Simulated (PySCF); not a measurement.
1,4-dimethyl-1,4-dihydropyrazine radical cation, C6H10N2 (charge +1 and doublet state).
Cartesian coordinates in Å at the PBE0-D3(BJ)/def2-SVP level; atoms count from 1:
```
atom  x, y, z in Å
C1     2.8371    0.0896    0.1527
N2     1.3878    0.0386    0.0506
C3     0.6988    0.7575   -0.8926
C4    -0.6577    0.7098   -0.9619
N5    -1.3877   -0.0631   -0.0922
C6    -2.8412   -0.0685   -0.1207
C7    -0.6978   -0.7765    0.8575
C8     0.6570   -0.7293    0.9270
H9     3.2397    0.6726   -0.6831
H10    3.1371    0.5658    1.0983
H11    3.2536   -0.9269    0.1090
H12    1.2786    1.3664   -1.5858
H13   -1.2060    1.2804   -1.7110
H14   -3.2111   -1.0656    0.1503
H15   -3.2463    0.6737    0.5853
H16   -3.1876    0.1708   -1.1333
H17   -1.2795   -1.3841    1.5507
H18    1.2077   -1.2986    1.6759
```

The hyperfine couplings belong to this conformer and change with its torsions.

As a line formula: 1,4-dimethyl-1,4-dihydropyrazine radical cation, `C1N(C)C=CN(C)C=1` [SMILES of the parent framework; charge +1 and doublet state].

Method: PySCF, UKS B3LYP, IGLO-III on C N, pcH-1 on H, non-relativistic, mean-field spin-orbit, GIAO. The structure is a single PBE0-D3(BJ)/def2-SVP conformer in the gas phase; no vibrational or solvent corrections. The SCF solution wasn't tested for stability.

The largest Mulliken spin populations are on N2 (+0.32), N5 (+0.32), C4 (+0.11) and C8 (+0.10).

Task: Test a(H) = Q·ρ(C) for the protons on planar carbons with a spin population beyond ±0.08.

Result: 
```csv
H,C,ρ(C),a(H) (G),a/ρ (G)
H12,C3,+0.089,-2.91,-32.7
H13,C4,+0.107,-3.33,-31.1
H17,C7,+0.084,-2.77,-33.1
H18,C8,+0.101,-3.15,-31.2
```

A least-squares line through the origin gives Q = -31.8 G with Mulliken populations.

Task: Leave H17 and its like out of the fit. How well does the relation then predict its coupling?

Result: The other protons give Q = -31.6 G, so a = -31.6 × 0.084 ≈ -2.64 G, against the computed -2.77 G.

Couplings in gauss use g_iso = 2.0032.
